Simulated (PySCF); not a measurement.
Species: C5H11SSi (doublet state).
Structure used (GFN2-xTB), in Å, numbered top down from 1:
```xyz
18
C5H11SSi angstrom
C     -3.404   -0.311    0.065
C     -2.582    0.906   -0.031
C     -1.177    0.628   -0.557
S     -0.264   -0.414    0.651
Si     1.467   -0.855   -0.516
C      2.941    0.315   -0.494
C      3.125   -0.956    0.354
H     -4.144   -0.414    0.832
H     -3.283   -1.104   -0.647
H     -2.518    1.395    0.945
H     -3.043    1.632   -0.723
H     -1.220    0.087   -1.501
H     -0.616    1.553   -0.689
H      1.164   -1.629   -1.704
H      3.578    0.395   -1.362
H      2.908    1.244    0.060
H      3.862   -1.658   -0.004
H      3.198   -0.809    1.421
```

The hyperfine couplings belong to this conformer and change with its torsions.

The species is `[CH2]CCS[SiH]1CC1` [radical].

Level of theory: UKS B3LYP, pcH-1 on C H S Si, non-relativistic, mean-field spin-orbit, GIAO in PySCF. One conformer (not necessarily the lowest) at the GFN2-xTB geometry, without solvent, vibrations or thermal averaging. Couplings are sensitive to structure, and on GFN2-xTB geometries they can be far from those on DFT ones. Stability of the SCF solution: not tested.

The largest Mulliken spin populations are on C1 (+1.07) and C2 (-0.08). C1 is the only atom above +0.15. The positive populations add up to 1.18 and the negative ones to -0.18, together 2S = 1. The angles at C1 add up to 360.0°, so it is planar; its axial dipolar tensor and the negative couplings of its protons fit spin in a p orbital normal to that plane.

Task: McConnell's relation a(H) = Q·ρ ties the coupling of a proton on a planar π carbon to the spin population of that carbon. What Q do the computed values give?

Result: 
```
 H   C    ρ(C)  a(H) (G)  a/ρ (G)
H8  C1  +1.074    -23.06    -21.5
H9  C1  +1.074    -22.73    -21.2
```

These protons share one ρ (within 0.01), so their mean ratio, Q = -21.3 G, is no test of linearity.

Task: How do the β-proton couplings of this frozen conformer go with θ, the angle between the C–H bond and the normal to the plane of the spin centre's three neighbours, both seen down the bond from centre to carbon?

Result: 
| β H | on | centre | θ (°) | cos²θ | a (G) |
| --- | --- | --- | --- | --- | --- |
| H10 | C2 | C1 | 66 | 0.17 | +11.47 |
| H11 | C2 | C1 | 4 | 1.00 | +53.64 |

Couplings in gauss use g_iso = 2.0029.

On one thread of an Arm Neoverse V1, no GPU, shared host with 32 logical CPUs at a one-minute load of 14, this took 1.7 min (grids of density and orbitals included) and 0.98 GiB of memory at its peak.
